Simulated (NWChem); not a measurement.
System: CHBClNO; SMILES O=C=NBCl

NWChem printed, in part:

```
             Northwest Computational Chemistry Package (NWChem) 7.3.0
             --------------------------------------------------------

                             Geometry "geometry" -> ""
                             -------------------------

 Output coordinates in angstroms (scale by  1.889725989 to convert to a.u.)

  No.       Tag          Charge          X              Y              Z
 ---- ---------------- ---------- -------------- -------------- --------------
    1 B                    5.0000    -0.48713466    -0.81834968     0.63698780
    2 Cl                  17.0000     1.09581434    -0.89554668     1.25277880
    3 H                    1.0000    -1.33054766    -1.52123868     1.03898380
    4 N                    7.0000    -0.79229166     0.10054232    -0.36887220
    5 C                    6.0000    -0.67372666     0.96718832    -1.17907720
    6 O                    8.0000    -0.65927766     1.79129432    -1.98307420

 Effective nuclear repulsion energy (a.u.)     168.9331547072

  pbe96 is a nonlocal functional; adding pw91lda local functional.

                           NWChem Geometry Optimization
                           ----------------------------

 maximum gradient threshold         (gmax) =   0.000450
 rms gradient threshold             (grms) =   0.000300
 maximum cartesian step threshold   (xmax) =   0.001800
 rms cartesian step threshold       (xrms) =   0.001200
 fixed trust radius                (trust) =   0.300000
 source of zmatrix                         =

          -------------------
          Energy Minimization
          -------------------

 Using diagonal initial Hessian

          --------
          Step   0

                                 NWChem DFT Module
                                 -----------------

 Summary of "ao basis" -> "ao basis" (spherical)
 ------------------------------------------------------------------------------
       Tag                 Description            Shells   Functions and Types
 ---------------- ------------------------------  ------  ---------------------
 B                          def2-svp                 6       14   3s2p1d
 Cl                         def2-svp                 8       18   4s3p1d
 H                          def2-svp                 3        5   2s1p
 N                          def2-svp                 6       14   3s2p1d
 C                          def2-svp                 6       14   3s2p1d
 O                          def2-svp                 6       14   3s2p1d

            General Information
            -------------------
          SCF calculation type: DFT
          Wavefunction type:  closed shell.
          No. of atoms     :     6
          No. of electrons :    44
           Alpha electrons :    22
            Beta electrons :    22
          Charge           :     0
          Spin multiplicity:     1
          Use of symmetry is: off; symmetry adaption is: off
          Maximum number of iterations: 150
          AO basis - number of functions:    79
                     number of shells:    35
          Convergence on energy requested:  1.00D-06
          Convergence on density requested:  1.00D-05
          Convergence on gradient requested:  5.00D-04

              XC Information
              --------------
          PerdewBurkeErnzerhof Exchange Functional  1.000
            Perdew 1991 LDA Correlation Functional  1.000 local
           PerdewBurkeErnz. Correlation Functional  1.000 non-local

             Grid Information
             ----------------
          Grid used for XC integration:  medium
          Radial quadrature: Mura-Knowles
          Angular quadrature: Lebedev.
          Tag              B.-S. Rad. Rad. Pts. Rad. Cut. Ang. Pts.
          ---              ---------- --------- --------- ---------
          B                   0.85       49           8.0       434
          Cl                  1.00       88          10.0       590
          H                   0.35       45          10.0       434
          N                   0.65       49           8.0       434
          C                   0.70       49          10.0       434
          O                   0.60       49          11.0       434
          Grid pruning is: on
          Number of quadrature shells:   329
          Spatial weights used:  Erf1

           DFT-D3BJ Model
          s6 scale factor  :        1.000000000000
          s8 scale factor  :        0.787500000000
          a1 parameter     :        0.428900000000
          a2 parameter     :        4.440700000000
              vdW contrib  :       -0.004405971720

      Superposition of Atomic Density Guess
      -------------------------------------

 Sum of atomic energies:        -650.88693887

      Non-variational initial energy
      ------------------------------

 Total energy =    -653.166650
 1-e energy   =   -1230.136770
 2-e energy   =     408.036965
 HOMO         =      -0.373057
 LUMO         =       0.000049

   convergence    iter        energy       DeltaE   RMS-Dens  Diis-err
 ---------------- ----- ----------------- --------- --------- ---------
 d= 0,ls=0.0,diis     1   -652.9869447700 -8.22D+02  2.15D-02  1.09D+00
 d= 0,ls=0.0,diis     2   -652.6431353395  3.44D-01  1.51D-02  4.73D+00
 d= 0,ls=0.0,diis     3   -653.0645353085 -4.21D-01  6.98D-03  4.98D-01
 d= 0,ls=0.0,diis     4   -653.0985266152 -3.40D-02  3.05D-03  1.66D-01
 d= 0,ls=0.0,diis     5   -653.1165498426 -1.80D-02  8.92D-04  6.64D-03
  Resetting Diis
 d= 0,ls=0.0,diis     6   -653.1173179198 -7.68D-04  3.32D-04  6.27D-04
 d= 0,ls=0.0,diis     7   -653.1174109819 -9.31D-05  1.19D-04  1.94D-05
 d= 0,ls=0.0,diis     8   -653.1174049275  6.05D-06  7.47D-05  7.69D-05
 d= 0,ls=0.0,diis     9   -653.1174123245 -7.40D-06  2.72D-05  1.10D-05
 d= 0,ls=0.0,diis    10   -653.1174134261 -1.10D-06  5.56D-06  4.48D-07
 d= 0,ls=0.0,diis    11   -653.1174134889 -6.28D-08  7.68D-07  9.43D-09

         Total DFT energy =     -653.117413488907
      One electron energy =    -1232.362022260969
           Coulomb energy =      463.528199173854
    Exchange-Corr. energy =      -53.212339137318
 Nuclear repulsion energy =      168.933154707246

    Dispersion correction =       -0.004405971720

 Numeric. integr. density =       44.000000051018

                       DFT Final Molecular Orbital Analysis
                       ------------------------------------

 Vector   20  Occ=2.000000D+00  E=-2.901979D-01
              MO Center= -8.6D-02,  1.7D-01, -1.9D-01, r^2= 4.2D+00
   Bfn.  Coefficient  Atom+Function         Bfn.  Coefficient  Atom+Function
  ----- ------------  ---------------      ----- ------------  ---------------
    27      0.274843  2 Cl pz                26      0.269776  2 Cl py
    43      0.267627  4 N  pz                42      0.262654  4 N  py
    71      0.236259  6 O  pz                70      0.231915  6 O  py
    24      0.206216  2 Cl pz                23      0.202415  2 Cl py
    46     -0.201050  4 N  pz                45     -0.197322  4 N  py

 Vector   21  Occ=2.000000D+00  E=-2.817020D-01
              MO Center=  5.7D-01, -9.5D-01,  1.1D+00, r^2= 2.2D+00
   Bfn.  Coefficient  Atom+Function         Bfn.  Coefficient  Atom+Function
  ----- ------------  ---------------      ----- ------------  ---------------
    26      0.409791  2 Cl py                27     -0.327244  2 Cl pz
    23      0.315077  2 Cl py                24     -0.248589  2 Cl pz
    33      0.222563  3 H  s                 25      0.219665  2 Cl px
    34      0.210191  3 H  s                 20      0.181623  2 Cl py
    22      0.177740  2 Cl px                40     -0.163596  4 N  s

 Vector   22  Occ=2.000000D+00  E=-2.720019D-01
              MO Center= -5.9D-01,  3.9D-01, -5.9D-01, r^2= 3.5D+00
   Bfn.  Coefficient  Atom+Function         Bfn.  Coefficient  Atom+Function
  ----- ------------  ---------------      ----- ------------  ---------------
    41      0.429278  4 N  px                69      0.368001  6 O  px
    44     -0.308433  4 N  px                72      0.265449  6 O  px
    27     -0.161754  2 Cl pz                33     -0.132943  3 H  s
    24     -0.126844  2 Cl pz                25     -0.124543  2 Cl px
    26      0.121546  2 Cl py                34     -0.116057  3 H  s

 Vector   23  Occ=0.000000D+00  E=-9.157767D-02
              MO Center= -4.0D-01, -2.3D-01,  9.2D-02, r^2= 3.8D+00
   Bfn.  Coefficient  Atom+Function         Bfn.  Coefficient  Atom+Function
  ----- ------------  ---------------      ----- ------------  ---------------
     6      0.382331  1 B  pz                 5      0.375176  1 B  py
     9     -0.300553  1 B  pz                 8     -0.294926  1 B  py
    57      0.237482  5 C  pz                56      0.233119  5 C  py
    27      0.228293  2 Cl pz                26      0.224025  2 Cl py
    60      0.188260  5 C  pz                59      0.184794  5 C  py

 Vector   24  Occ=0.000000D+00  E=-3.562470D-03
              MO Center= -5.0D-01,  7.2D-01, -8.7D-01, r^2= 2.6D+00
   Bfn.  Coefficient  Atom+Function         Bfn.  Coefficient  Atom+Function
  ----- ------------  ---------------      ----- ------------  ---------------
    55      0.544514  5 C  px                58      0.499869  5 C  px
    54      0.457433  5 C  s                 72     -0.348404  6 O  px
    69     -0.341771  6 O  px                44     -0.312394  4 N  px
    41      0.296261  4 N  px                 7     -0.279877  1 B  px
    40     -0.267509  4 N  s                  2     -0.241827  1 B  s

[...]

      ----------------------
      Optimization converged
      ----------------------

  Step       Energy      Delta E   Gmax     Grms     Xrms     Xmax
  ---- ---------------- -------- -------- -------- -------- --------
@   20    -653.12311609 -1.5D-08  0.00006  0.00002  0.00033  0.00081
                                     ok       ok       ok       ok

                         Geometry "geometry" -> "geometry"
                         ---------------------------------

 Output coordinates in angstroms (scale by  1.889725989 to convert to a.u.)

  No.       Tag          Charge          X              Y              Z
 ---- ---------------- ---------- -------------- -------------- --------------
    1 B                    5.0000    -0.45354249    -0.81274367     0.64284859
    2 Cl                  17.0000     1.12212773    -1.03549028     1.40257650
    3 H                    1.0000    -1.37649249    -1.50705270     1.00719693
    4 N                    7.0000    -0.62066949     0.15546841    -0.36466183
    5 C                    6.0000    -0.70852746     1.00151762    -1.22503073
    6 O                    8.0000    -0.81005976     1.82219052    -2.06520268

 Effective nuclear repulsion energy (a.u.)     163.6029731658

 ==============================================================================
                                internuclear distances
 ------------------------------------------------------------------------------
       center one      |      center two      | atomic units |  angstroms
 ------------------------------------------------------------------------------
    2 Cl               |   1 B                |     3.33232  |     1.76339
    3 H                |   1 B                |     2.28856  |     1.21105
    4 N                |   1 B                |     2.65938  |     1.40728
    5 C                |   4 N                |     2.28630  |     1.20986
    6 O                |   5 C                |     2.22772  |     1.17886
 ------------------------------------------------------------------------------
                         number of included internuclear distances:          5
 ==============================================================================

[second-derivative integrals and response iterations left out]

  Vibrational analysis via the FX method

  See chapter 2 in "Molecular Vibrations" by Wilson, Decius and Cross

  Vib: Default input used

 ---------------------------- Atom information ----------------------------
     atom    #        X              Y              Z            mass
 --------------------------------------------------------------------------
    B        1 -8.5707102D-01 -1.5358628D+00  1.2148077D+00  1.1009310D+01
    Cl       2  2.1205139D+00 -1.9567929D+00  2.6504853D+00  3.4968850D+01
    H        3 -2.6011936D+00 -2.8479167D+00  1.9033262D+00  1.0078250D+00
    N        4 -1.1728953D+00  2.9379270D-01 -6.8911093D-01  1.4003070D+01
    C        5 -1.3389227D+00  1.8925939D+00 -2.3149724D+00  1.2000000D+01
    O        6 -1.5307910D+00  3.4434408D+00 -3.9026672D+00  1.5994910D+01
 --------------------------------------------------------------------------

[unprojected Hessian and modes left out]

        Vibrational analysis via the FX method
  --- with translations and rotations projected out ---
  --- via the Eckart algorithm                      ---
 Projected Nuclear Hessian trans-rot subspace norm:5.4926D-33
                         (should be close to zero!)

[projected Hessian left out]

 Rotational Constants
 --------------------
 A=   0.802264 cm-1  (  1.154253 K)
 B=   0.052081 cm-1  (  0.074931 K)
 C=   0.048906 cm-1  (  0.070363 K)

 Temperature                      =   298.15K
 frequency scaling parameter      =   1.0000

 Zero-Point correction to Energy  =   16.917 kcal/mol  (  0.026959 au)
 Thermal correction to Energy     =   20.258 kcal/mol  (  0.032283 au)
 Thermal correction to Enthalpy   =   20.850 kcal/mol  (  0.033226 au)

 Total Entropy                    =   76.653 cal/mol-K
   - Translational                =   39.352 cal/mol-K (mol. weight =  88.9840)
   - Rotational                   =   26.159 cal/mol-K (symmetry #  =        1)
   - Vibrational                  =   11.142 cal/mol-K

 Cv (constant volume heat capacity) =   15.846 cal/mol-K
   - Translational                  =    2.979 cal/mol-K
   - Rotational                     =    2.979 cal/mol-K
   - Vibrational                    =    9.887 cal/mol-K

[normal modes left out]

 ----------------------------------------------------------------------------
 Normal Eigenvalue ||           Projected Infra Red Intensities
  Mode   [cm**-1]  || [atomic units] [(debye/angs)**2] [(KM/mol)] [arbitrary]
 ------ ---------- || -------------- ----------------- ---------- -----------
    1       -0.000 ||    0.000052           0.001         0.050       0.004
    2       -0.000 ||    0.000305           0.007         0.298       0.026
    3       -0.000 ||    0.000023           0.001         0.023       0.002
    4       -0.000 ||    0.000040           0.001         0.039       0.003
    5        0.000 ||    0.000015           0.000         0.014       0.001
    6        0.000 ||    0.000005           0.000         0.005       0.000
    7       34.131 ||    0.000008           0.000         0.008       0.001
    8      147.225 ||    0.000004           0.000         0.004       0.000
    9      348.993 ||    0.004089           0.094         3.987       0.351
   10      538.433 ||    0.023943           0.552        23.341       2.054
   11      595.112 ||    0.022903           0.528        22.327       1.964
   12      754.126 ||    0.055199           1.273        53.811       4.734
   13      788.722 ||    0.021218           0.490        20.684       1.820
   14      912.244 ||    0.093309           2.153        90.962       8.003
   15     1101.802 ||    0.258484           5.963       251.983      22.170
   16     1592.000 ||    0.111557           2.574       108.751       9.568
   17     2427.309 ||    1.398379          32.262      1363.209     119.936
   18     2599.253 ||    0.109157           2.518       106.411       9.362
 ----------------------------------------------------------------------------
```

Level: PBE-D3(BJ)/def2-SVP. 

Question: Which NWChem input produces such a log?

Answer: Several could match; the one computed here: the input that was run:
```
start job
memory heap 200 mb stack 900 mb global 1100 mb
geometry units angstroms noautosym noautoz
  B     -0.515190    -0.813357     0.622515
  Cl     1.067759    -0.890554     1.238306
  H     -1.358603    -1.516246     1.024511
  N     -0.820347     0.105535    -0.383345
  C     -0.701782     0.972181    -1.193550
  O     -0.687333     1.796287    -1.997547
end
basis spherical
  * library def2-svp
end
dft
  xc xpbe96 cpbe96
  disp vdw 4
  iterations 150
end
driver
  maxiter 120
end
task dft optimize
task dft freq
```
